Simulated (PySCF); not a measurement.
ClMg (SMILES [Mg+][Cl]), charge +1, singlet, geometry from GFN2-xTB (such geometries of metal compounds can be far from the true shape), with bond 2-1 at 2.4 times its length; CASSCF(10,8)/6-31G in PySCF.

PySCF was given this input:
```python
from pyscf import gto, scf, mcscf
import numpy

mol = gto.M(
    atom='''
Mg   -0.000000   -0.000000   -1.210739
Cl    0.000000    0.000000    3.746168
''',
    basis='6-31g',
    charge=1,
    spin=0,
    verbose=4,
)

mf = scf.RHF(mol)
mf.kernel()
mc = mcscf.CASSCF(mf, 8, 10)
mc.fix_spin_(ss=0.0)
mc.kernel()
occ = numpy.linalg.eigvalsh(mc.fcisolver.make_rdm1(mc.ci, mc.ncas, mc.nelecas))[::-1]
ss = mc.fcisolver.spin_square(mc.ci, mc.ncas, mc.nelecas)[0]
print('natural occupations', occ.round(4), ' <S^2>', round(ss, 4))
```

What does PySCF print? Leave out banner, timings and long lists.


```
PySCF version 2.14.0

[INPUT] verbose = 4
[INPUT] num. atoms = 2
[INPUT] num. electrons = 28
[INPUT] charge = 1
[INPUT] spin (= nelec alpha-beta = 2S) = 0
[INPUT] symmetry False subgroup None
[INPUT] Mole.unit = angstrom
[INPUT] Symbol           X                Y                Z      unit          X                Y                Z       unit  Magmom
[...]
nuclear repulsion = 21.7781271723839
number of shells = 14
number of NR pGTOs = 92
number of NR cGTOs = 26
basis = 6-31g
ecp = {}

******** <class 'pyscf.scf.hf.RHF'> ********
method = RHF
initial guess = minao
damping factor = 0
level_shift factor = 0
DIIS = <class 'pyscf.scf.diis.CDIIS'>
diis_start_cycle = 1
diis_space = 8
diis_damp = 0
SCF conv_tol = 1e-09
SCF conv_tol_grad = None
SCF max_cycles = 50
direct_scf = True
direct_scf_tol = 1e-13
Set gradient conv threshold to 3.16228e-05
Initial guess from minao.
init E= -658.818881400687
[...]
cycle= 1 E= -658.515075427991  delta_E= 0.304  |g|= 0.334  |ddm|= 1.35

WARN: HOMO -0.280595119257285 == LUMO -0.280595119257284

cycle= 2 E= -654.403599906171  delta_E= 4.11  |g|= 2.34  |ddm|= 3.31

WARN: HOMO -0.348433678054163 == LUMO -0.347704786114303

cycle= 3 E= -658.326217798137  delta_E= -3.92  |g|= 0.655  |ddm|=  2.3
[...]
cycle= 4 E= -658.41810088902  delta_E= -0.0919  |g|= 0.46  |ddm|= 0.338
[...]
cycle= 5 E= -658.496698193122  delta_E= -0.0786  |g|= 0.393  |ddm|= 2.12
[...]
cycle= 6 E= -658.496830957142  delta_E= -0.000133  |g|= 0.388  |ddm|= 0.0696
[...]
cycle= 7 E= -658.456992733531  delta_E= 0.0398  |g|= 0.345  |ddm|= 2.05
[...]
cycle= 8 E= -658.511257991482  delta_E= -0.0543  |g|= 0.335  |ddm|= 2.03
[...]
cycle= 9 E= -658.431264169602  delta_E= 0.08  |g|= 0.422  |ddm|= 2.06
[...]
cycle= 10 E= -658.441228042632  delta_E= -0.00996  |g|= 0.395  |ddm|= 0.0671
[...]
cycle= 11 E= -658.456185277037  delta_E= -0.015  |g|= 0.354  |ddm|= 0.12
[...]
cycle= 12 E= -658.450669820789  delta_E= 0.00552  |g|= 0.374  |ddm|= 0.0424
[...]
cycle= 13 E= -658.525031070491  delta_E= -0.0744  |g|= 0.282  |ddm|= 2.02
[...]
cycle= 14 E= -658.493152727178  delta_E= 0.0319  |g|= 0.361  |ddm|= 1.95
[...]
cycle= 15 E= -658.603788973562  delta_E= -0.111  |g|= 0.192  |ddm|= 1.98
[...]
cycle= 16 E= -658.642177844823  delta_E= -0.0384  |g|= 0.0477  |ddm|= 0.636
[...]
cycle= 17 E= -658.642244718303  delta_E= -6.69e-05  |g|= 0.0502  |ddm|= 0.0456
[...]
cycle= 18 E= -658.642993109088  delta_E= -0.000748  |g|= 0.0374  |ddm|= 0.0389
[...]
[...]
converged SCF energy = -658.651845595884
CASCI E = -658.781767705157  S^2 = 0.0000000
[...]
               |grad[o]|=0.00296  |grad[c]|=0.00955  |ddm|=0.000201  |maxRot[o]|=0.0553
macro iter  41 (  7 JK    2 micro), CASSCF E = -658.806301725009  dE = -1.81744964e-05  S^2 = 0.0000000
               |grad[o]|=0.00264  |grad[c]|=0.0116  |ddm|=0.000241  |maxRot[o]|=0.0622
macro iter  42 (  7 JK    2 micro), CASSCF E = -658.806318479429  dE = -1.67544193e-05  S^2 = 0.0000000
               |grad[o]|=0.00223  |grad[c]|=0.013  |ddm|=0.000272  |maxRot[o]|=0.0659
macro iter  43 (  7 JK    2 micro), CASSCF E = -658.806331605804  dE = -1.31263749e-05  S^2 = 0.0000000
               |grad[o]|=0.00169  |grad[c]|=0.0144  |ddm|=0.000306  |maxRot[o]|=0.0679
macro iter  44 (  6 JK    2 micro), CASSCF E = -658.806337775549  dE = -6.16974557e-06  S^2 = 0.0000000
               |grad[o]|=0.00221  |grad[c]|=0.00763  |ddm|=0.000166  |maxRot[o]|=0.0492
macro iter  45 (  9 JK    3 micro), CASSCF E = -658.806335969463  dE =  1.80608629e-06  S^2 = 0.0000000
               |grad[o]|=0.00175  |grad[c]|=0.0111  |ddm|=0.000276  |maxRot[o]|=0.0496
macro iter  46 ( 21 JK    4 micro), CASSCF E = -658.806330538068  dE =  5.43139458e-06  S^2 = 0.0000000
               |grad[o]|=0.00352  |grad[c]|=0.00347  |ddm|=0.000127  |maxRot[o]|=0.0404
macro iter  47 ( 25 JK    4 micro), CASSCF E = -658.806333320263  dE = -2.78219466e-06  S^2 = 0.0000000
               |grad[o]|=0.00545  |grad[c]|=0.000592  |ddm|=5.72e-05  |maxRot[o]|=0.00568
macro iter  48 ( 21 JK    4 micro), CASSCF E = -658.806335421312  dE = -2.10104929e-06  S^2 = 0.0000000
               |grad[o]|=0.00633  |grad[c]|=0.00107  |ddm|=0.000117  |maxRot[o]|=0.0156
macro iter  49 ( 21 JK    4 micro), CASSCF E = -658.806328957644  dE =  6.46366777e-06  S^2 = 0.0000000
               |grad[o]|=0.00773  |grad[c]|=0.00962  |ddm|=0.000203  |maxRot[o]|=0.0367
macro iter  50 ( 24 JK    4 micro), CASSCF E = -658.806338537122  dE = -9.57947771e-06  S^2 = 0.0000000
               |grad[o]|=0.0107  |grad[c]|=0.0023  |ddm|=0.000128  |maxRot[o]|=0.00722
1-step CASSCF not converged,  50 macro (628 JK 144 micro) steps
CASSCF canonicalization
Density matrix diagonal elements [1.99998733 1.99951509 1.99299598 1.97565711 1.06643812 0.94940618
 0.00718768 0.00881251]
CASSCF energy = -658.806338537122
CASCI E = -658.806338537122  E(CI) = -49.1530576361790  S^2 = 0.0000000
natural occupations [2.     1.9996 1.993  1.993  1.0583 0.9418 0.0072 0.0071]  <S^2> 0.0
```

The run did not converge; its last values are not results.
